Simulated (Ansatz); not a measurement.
The same hydrogenolysis along the group F, Cl, Br.

Computed with Ansatz on PBE0-D4/def2-TZVP structures; ΔE is electronic, products minus reactants. CBS: MP2 limit from def2 TZ/QZ plus the TZ coupled-cluster correction, frozen cores. This one scheme is used for every species. DFT in def2-TZVPP. B3LYP here is the variant with VWN-RPA as its local correlation; programs differ in this. def2 core potentials past Kr. For Br, In outer-core shells are correlated without core-valence functions, which leaves a few kJ/mol of doubt a bond. Scalar relativity is left out up to krypton. One conformer a species, not always the lowest.

```
                                          reaction  B2PLYP (kJ/mol)  B3LYP-D4 (kJ/mol)
  `[CH3][In]([OH])[F]` + H₂ → `[OH][InH][F]` + CH₄              -39                -40
`[CH3][In]([OH])[Cl]` + H₂ → `[OH][InH][Cl]` + CH₄              -47                -47
`[CH3][In]([OH])[Br]` + H₂ → `[OH][InH][Br]` + CH₄              -31                -31
```

**Question.** Give the CCSD(T)/CBS values in the same order. (Estimate.)

**Answer.** The calculation gave: -32, -39, -25 kJ/mol.

Largest T1 diagnostic: 0.017, for `[OH][InH][F]`.
